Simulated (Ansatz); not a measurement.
CH$_{4}$F$_{2}$OSi$_{2}$ (`O=C[Si](F)(F)[SiH3]`), relaxed with RKS PBE0-D4/def2-TZVP in the Gaussian-basis code of Ansatz from a PBE-D4/def2-SVP geometry. The force threshold is 0.005 eV/Å; the program also tests the step.

The species carries charge 0 and has multiplicity 1.

Start:

```xyz
10

O     1.996   -0.277   -0.953
C     1.840    0.444    0.022
Si    0.042    0.558    0.737
F    -0.425    2.128    0.764
F     0.057    0.058    2.296
Si   -1.337   -0.773   -0.622
H     2.715    1.010    0.470
H    -1.277   -0.256   -2.031
H    -0.858   -2.195   -0.564
H    -2.752   -0.698   -0.120
```

```
        step  energy (eV)  largest force (eV/Å)  largest move (Å)
           1  -24329.9086                 1.296             0.000
           2  -24329.9825                 0.727             0.050
           3  -24330.0079                 0.146             0.043
           4  -24330.0086                 0.068             0.022
           5  -24330.0090                 0.058             0.009
           6  -24330.0093                 0.020             0.005
           7  -24330.0094                 0.010             0.006
           8  -24330.0096                 0.019             0.018
9 (rejected)  -24330.0081                 0.221             0.013
          10  -24330.0096                 0.002             0.006
```

End:

```xyz
10

O     2.083   -0.226   -0.923
C     1.856    0.461    0.044
Si    0.053    0.534    0.698
F    -0.393    2.064    0.717
F     0.072    0.054    2.217
Si   -1.367   -0.778   -0.620
H     2.685    1.028    0.528
H    -1.335   -0.271   -2.014
H    -0.907   -2.188   -0.569
H    -2.747   -0.678   -0.078
```

Run time 48 s (4 threads of an Arm Neoverse V1 on a shared host); peak host memory 0.6 GiB.
